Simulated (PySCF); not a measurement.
Geometry:
```csv
atom,x (Å),y (Å),z (Å)
C1,3.494,0.053,0.815
C2,2.475,0.104,-0.285
O3,2.722,0.202,-1.456
O4,1.227,0.029,0.167
Si5,-0.033,0.073,-0.899
O6,-1.226,-0.040,0.236
C7,-2.502,-0.052,-0.136
C8,-3.442,-0.168,1.028
O9,-2.829,0.024,-1.289
H10,3.322,0.880,1.500
H11,3.375,-0.875,1.372
H12,4.495,0.114,0.399
H13,-0.087,1.356,-1.575
H14,-0.025,-1.103,-1.750
H15,-3.226,-1.084,1.573
H16,-3.279,0.670,1.702
H17,-4.470,-0.172,0.679
```

All values are calculated (PySCF): NMR shieldings at PBE0/pcSseg-1/GIAO, GFN2-xTB geometry. Isolated molecule, non-relativistic, a single conformation, averaged over atoms made equivalent by symmetry, fast rotation or ring inversion.

Chemical shifts δ = σref − σ; TMS for ¹³C and ¹H and ²⁹Si; ¹⁷O against H2O, all at this level.

```tsv
atoms	nucleus	count	Hirshfeld charge	δ (ppm)
C2/C7	¹³C	2	0.23	177.4
H10/H11/H12/H15/H16/H17	¹H	6	0.06	2.18
Si5	²⁹Si	1	0.45	-25.5
H13/H14	¹H	2	-0.07	?
C1/C8	¹³C	2	-0.12	24.0
O3/O9	¹⁷O	2	-0.25	473.3
O4/O6	¹⁷O	2	-0.19	?
```

**Question.** Estimate the values marked ?.

**Answer.** 
- H13/H14: 5.32 ppm, hydrogen on a silicon bonded to 2 O
- O4/O6: 209.1 ppm, oxygen bonded to C, Si

Shifts are as computed. Against solution values, carbons near 30 ppm lie about +3 ppm off and those near 130 ppm about +5 ppm (rms about the fit 2.1 ppm; single classes can miss by 10 ppm). Of 1328 compounds with measured shifts, 309 miss one by over three times the rms of a fit or turn the order of signals round; such compounds aren't used in these exercises. Signals without a measured value on file couldn't be tested in this way; 1H shifts scatter by 0.2 ppm about their fit, and single ones miss by 0.5 ppm. Unscaled 17O shifts of doubly bonded oxygen tend to come out too high, by tens of ppm or more. Experimental scales use liquid or dissolved standards, which lie at an offset from isolated H2O (liquid H2O: subtract about 36 ppm).
